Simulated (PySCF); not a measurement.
Working out the ionisation energy of Ni¹⁴⁺

Ni¹⁴⁺ [Ne] 3s2 3p2 (3P) → Ni¹⁵⁺ [Ne] 3s2 3p1 (2P). Calculation: PySCF 2.14, in an uncontracted even-tempered set (17 s from 0.93 bohr⁻², ratio 2.5; 11 p from 1.2 bohr⁻², ratio 2.5; 5 d from 6.3 bohr⁻², ratio 2.7; 4 f from 9.5 bohr⁻², ratio 2.7); the non-relativistic Hamiltonian (point nucleus). Frozen: 1s2; the 18 highest virtual orbitals dropped. Energies in hartree (1 hartree = 27.21139 eV):

```csv
part,Ni¹⁴⁺ (lower),Ni¹⁵⁺ (upper)
UHF,-1415.849503,-1398.980250
CCSD correlation,-0.464731,-0.447023
(T),-0.002590,-0.002528
```

Q: What does Hartree-Fock give?

A: (-1398.980250) − (-1415.849503) = 16.869253 hartree = 459.036 eV.

Q: What do CCSD and CCSD(T) give?

A: The CCSD correlation energies differ by 0.017708 hartree = 0.482 eV and the triples by 0.000062 hartree = 0.002 eV, so CCSD gives 459.518 eV and CCSD(T) 459.520 eV.

A first-order spin-orbit estimate adds -0.077 eV to CCSD(T) (outer shells), giving 459.443 eV against 462.8 ± 1.1 eV (semi-empirical (NIST evaluation); NIST Atomic Spectra Database, ionization energies).

The calculation is non-relativistic.

What remains against the reference includes basis incompleteness, the frozen core and higher excitations.
